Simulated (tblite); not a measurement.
Record of a relaxation.

Compound: BGeH₅O₂P (doublet state).
SMILES with atom numbers: `[OH:1][B:2]([OH:3])[GeH:4][PH2:5]` (hydrogens: H6 on O1; H7 on O3; H8 on Ge4; H9, H10 on P5)

Computed with GFN2-xTB (tblite), gas phase: L-BFGS steps from a force-field or distance-geometry start until the largest atomic force falls under 0.01 eV/Å. 14 of its 136 geometries are shown.

Step 0: E = -444.8638 eV, largest atomic force 3.405 eV/Å
```
atom  x, y, z in Å  |  force x, y, z in eV/Å
O1     -1.119   -0.737    0.859   -0.782   2.378  -0.590
B2     -1.197    0.485    0.006   -1.305  -2.807  -1.418
O3     -2.017    0.353   -1.172    1.359  -0.450   2.597
Ge4     0.623    1.374   -0.311   -0.443   0.488   0.292
P5      2.033   -0.402   -0.709    1.128  -0.939  -0.819
H6     -1.289   -0.538    1.795    0.381  -0.195  -0.681
H7     -2.478   -0.509   -1.185    0.223   0.710  -0.034
H8      1.035    2.110    1.018    0.201  -0.061   0.177
H9      1.322   -1.676   -0.608    0.501   1.095   0.693
H10     3.097   -0.454    0.285   -1.263  -0.220  -0.217
```

Step 10: E = -446.1242 eV, largest atomic force 0.709 eV/Å
```
atom  x, y, z in Å  |  force x, y, z in eV/Å
O1     -1.432   -0.658    0.919   -0.201   0.353  -0.131
B2     -1.165    0.246   -0.054    0.607   0.159   0.022
O3     -1.889    0.258   -1.175   -0.010  -0.217   0.077
Ge4     0.683    1.371   -0.363   -0.667  -0.080   0.228
P5      2.173   -0.396   -0.897    0.280  -0.107  -0.166
H6     -1.075   -0.529    1.794    0.207  -0.052   0.010
H7     -2.572   -0.416   -1.192   -0.239  -0.009  -0.173
H8      1.091    1.986    1.084    0.125  -0.241  -0.048
H9      1.351   -1.410   -0.439   -0.306  -0.020  -0.048
H10     2.845   -0.445    0.301    0.203   0.215   0.228
```

Step 21: E = -446.2735 eV, largest atomic force 0.279 eV/Å
```
atom  x, y, z in Å  |  force x, y, z in eV/Å
O1     -1.492   -0.494    0.995   -0.215  -0.129  -0.122
B2     -1.136    0.210   -0.092   -0.006   0.010  -0.065
O3     -1.867    0.157   -1.211    0.020   0.081   0.031
Ge4     0.635    1.317   -0.375    0.019   0.044   0.023
P5      2.228   -0.367   -0.892    0.004  -0.080  -0.007
H6     -0.952   -0.528    1.778    0.139   0.164   0.069
H7     -2.667   -0.375   -1.228    0.009  -0.051   0.082
H8      1.133    1.728    1.091   -0.049  -0.067   0.027
H9      1.309   -1.321   -0.450    0.041  -0.027  -0.063
H10     2.818   -0.323    0.361    0.039   0.054   0.024
```

Step 31: E = -446.3037 eV, largest atomic force 0.138 eV/Å
```
atom  x, y, z in Å  |  force x, y, z in eV/Å
O1     -1.481   -0.460    0.981   -0.046   0.018  -0.003
B2     -1.161    0.227   -0.131    0.040   0.009  -0.020
O3     -1.927    0.165   -1.222    0.012  -0.068  -0.023
Ge4     0.638    1.281   -0.363    0.053   0.126   0.022
P5      2.275   -0.354   -0.901   -0.034  -0.045  -0.002
H6     -0.909   -0.359    1.739    0.026   0.002   0.063
H7     -2.693   -0.410   -1.177   -0.088   0.009  -0.015
H8      1.080    1.515    1.162   -0.088   0.003   0.025
H9      1.381   -1.345   -0.486    0.041  -0.022  -0.030
H10     2.807   -0.255    0.375    0.085  -0.032  -0.016
```

Step 42: E = -446.3218 eV, largest atomic force 0.087 eV/Å
```
atom  x, y, z in Å  |  force x, y, z in eV/Å
O1     -1.489   -0.381    0.991   -0.004   0.018  -0.017
B2     -1.165    0.222   -0.169   -0.007   0.004   0.000
O3     -1.941    0.110   -1.249   -0.011   0.011   0.026
Ge4     0.644    1.275   -0.333    0.027  -0.016   0.081
P5      2.297   -0.338   -0.918    0.042   0.033  -0.026
H6     -0.886   -0.242    1.722   -0.026   0.004   0.041
H7     -2.747   -0.403   -1.145   -0.013  -0.026  -0.038
H8      0.954    1.404    1.253   -0.005  -0.020  -0.071
H9      1.453   -1.369   -0.510   -0.026  -0.014   0.025
H10     2.888   -0.273    0.335    0.024   0.005  -0.019
```

Step 52: E = -446.3276 eV, largest atomic force 0.104 eV/Å
```
atom  x, y, z in Å  |  force x, y, z in eV/Å
O1     -1.534   -0.341    1.011   -0.018   0.003  -0.078
B2     -1.183    0.216   -0.164   -0.013   0.037   0.000
O3     -1.950    0.102   -1.250    0.066  -0.044   0.007
Ge4     0.654    1.249   -0.311   -0.042  -0.013   0.022
P5      2.323   -0.333   -0.947    0.003   0.088  -0.026
H6     -0.941   -0.183    1.747   -0.007   0.000   0.042
H7     -2.755   -0.419   -1.171    0.006   0.030   0.024
H8      0.936    1.322    1.281    0.037  -0.021  -0.017
H9      1.485   -1.348   -0.495   -0.009  -0.089   0.054
H10     2.973   -0.260    0.278   -0.021   0.008  -0.027
```

Step 62: E = -446.3633 eV, largest atomic force 0.358 eV/Å
```
atom  x, y, z in Å  |  force x, y, z in eV/Å
O1     -1.870   -0.133    1.038    0.139   0.169   0.168
B2     -1.235    0.201   -0.106   -0.029   0.027   0.018
O3     -1.829   -0.032   -1.285    0.210   0.097   0.144
Ge4     0.677    1.111   -0.099   -0.045  -0.119  -0.063
P5      2.263   -0.315   -1.132    0.152  -0.022   0.320
H6     -1.450    0.126    1.865   -0.073  -0.133  -0.211
H7     -2.704   -0.422   -1.228   -0.068  -0.069  -0.066
H8      1.077    0.824    1.432   -0.078   0.026   0.040
H9      1.809   -1.352   -0.309    0.029   0.028  -0.080
H10     3.271   -0.004   -0.199   -0.235  -0.004  -0.270
```

Step 73: E = -446.4067 eV, largest atomic force 0.165 eV/Å
```
atom  x, y, z in Å  |  force x, y, z in eV/Å
O1     -2.095    0.086    1.033   -0.041  -0.071   0.143
B2     -1.251    0.212   -0.007   -0.037   0.127  -0.079
O3     -1.674   -0.087   -1.242   -0.023  -0.069   0.009
Ge4     0.692    0.956    0.073    0.001   0.013   0.042
P5      2.142   -0.401   -1.176   -0.038  -0.057  -0.075
H6     -1.784    0.302    1.913    0.034   0.007  -0.088
H7     -2.570   -0.431   -1.310    0.027   0.027  -0.043
H8      1.075    0.545    1.569    0.026  -0.009   0.043
H9      2.180   -1.383   -0.190    0.046   0.039   0.030
H10     3.292    0.205   -0.688    0.005  -0.009   0.018
```

Step 83: E = -446.4399 eV, largest atomic force 0.354 eV/Å
```
atom  x, y, z in Å  |  force x, y, z in eV/Å
O1     -2.218    0.218    1.025    0.040  -0.025  -0.351
B2     -1.283    0.269    0.049   -0.019  -0.051   0.076
O3     -1.566   -0.104   -1.205   -0.038   0.016   0.074
Ge4     0.722    0.834    0.267    0.017  -0.035   0.079
P5      2.021   -0.554   -1.104   -0.070  -0.081  -0.004
H6     -1.966    0.506    1.897    0.065   0.025   0.147
H7     -2.449   -0.432   -1.395    0.007   0.030   0.036
H8      1.020    0.241    1.727   -0.023  -0.012  -0.069
H9      2.636   -1.296   -0.103   -0.025   0.111   0.043
H10     3.092    0.322   -1.181    0.046   0.021  -0.029
```

Step 93: E = -446.4956 eV, largest atomic force 0.355 eV/Å
```
atom  x, y, z in Å  |  force x, y, z in eV/Å
O1     -2.228    0.316    0.978   -0.053   0.003   0.282
B2     -1.253    0.246    0.056    0.022   0.042  -0.158
O3     -1.506   -0.112   -1.208    0.113   0.087  -0.006
Ge4     0.738    0.704    0.427    0.063   0.016  -0.062
P5      1.971   -0.720   -0.914    0.332   0.053   0.114
H6     -1.927    0.552    1.858   -0.194  -0.036  -0.085
H7     -2.407   -0.326   -1.459   -0.057  -0.026   0.067
H8      0.953   -0.038    1.823   -0.043   0.006  -0.085
H9      2.973   -0.860    0.048   -0.023   0.006  -0.223
H10     2.696    0.242   -1.633   -0.159  -0.151   0.155
```

Step 104: E = -446.5493 eV, largest atomic force 0.253 eV/Å
```
atom  x, y, z in Å  |  force x, y, z in eV/Å
O1     -2.192    0.219    0.975   -0.104  -0.033  -0.228
B2     -1.236    0.323    0.030   -0.015  -0.081   0.098
O3     -1.504    0.034   -1.248   -0.004   0.021   0.041
Ge4     0.770    0.739    0.378    0.019   0.051  -0.011
P5      2.036   -0.864   -0.715   -0.019   0.093   0.022
H6     -1.965    0.397    1.883    0.093   0.039   0.091
H7     -2.390   -0.285   -1.432   -0.096   0.009  -0.073
H8      0.862    0.074    1.812    0.051  -0.005   0.046
H9      3.155   -0.584    0.047    0.127  -0.053   0.004
H10     2.473   -0.047   -1.752   -0.053  -0.041   0.010
```

Step 114: E = -446.5792 eV, largest atomic force 0.213 eV/Å
```
atom  x, y, z in Å  |  force x, y, z in eV/Å
O1     -2.171    0.090    0.952   -0.009  -0.049  -0.187
B2     -1.234    0.264   -0.001   -0.022   0.010   0.018
O3     -1.540    0.129   -1.298   -0.036  -0.019   0.043
Ge4     0.761    0.782    0.352    0.049  -0.003   0.002
P5      2.089   -0.925   -0.482    0.113   0.121   0.004
H6     -1.895    0.168    1.861    0.039   0.030   0.119
H7     -2.441   -0.135   -1.510    0.041   0.029   0.023
H8      0.906    0.411    1.893   -0.024  -0.024  -0.033
H9      3.312   -0.412   -0.037   -0.181  -0.033  -0.108
H10     2.221   -0.367   -1.753    0.030  -0.062   0.119
```

Step 125: E = -446.5867 eV, largest atomic force 0.023 eV/Å
```
atom  x, y, z in Å  |  force x, y, z in eV/Å
O1     -2.127    0.008    0.940   -0.002   0.006  -0.022
B2     -1.227    0.264   -0.028   -0.001  -0.002   0.001
O3     -1.575    0.187   -1.318   -0.003   0.010   0.003
Ge4     0.761    0.818    0.312    0.006  -0.001   0.005
P5      2.122   -0.928   -0.362   -0.008   0.006  -0.001
H6     -1.829    0.071    1.846    0.013  -0.004   0.014
H7     -2.482   -0.071   -1.507    0.004  -0.013  -0.003
H8      0.868    0.519    1.870   -0.002   0.001   0.000
H9      3.328   -0.304   -0.077   -0.007  -0.003  -0.007
H10     2.170   -0.560   -1.699    0.001   0.000   0.009
```

Step 135: E = -446.5872 eV, largest atomic force 0.008 eV/Å
```
atom  x, y, z in Å  |  force x, y, z in eV/Å
O1     -2.102   -0.022    0.937   -0.004   0.001   0.006
B2     -1.220    0.276   -0.035    0.004   0.002  -0.001
O3     -1.577    0.212   -1.323    0.001  -0.001  -0.007
Ge4     0.762    0.849    0.304    0.005   0.000   0.006
P5      2.098   -0.928   -0.335    0.001  -0.001   0.002
H6     -1.792    0.031    1.841    0.000  -0.002  -0.001
H7     -2.474   -0.076   -1.511   -0.002  -0.001   0.001
H8      0.863    0.575    1.867   -0.002   0.002  -0.003
H9      3.317   -0.314   -0.086   -0.001   0.000   0.002
H10     2.134   -0.598   -1.682   -0.002   0.001  -0.005
```

Question: Summarise the path.

Answer: The energy falls by 166.28 kJ/mol from step 0 to step 135; nine tenths of that is first reached at step 75. It rises by more than 0.2 meV at steps 71 and 85. The largest force goes from 3.405 to 0.008 eV/Å. Among the bonds O1–B2 changes most, from 1.493 to 1.345 Å; the atoms move by 1.294 Å rms after alignment.

The cost below is that of the whole relaxation. Hardware: Arm Neoverse V1, one thread, shared host. Cost: 0.66 s of wall time.
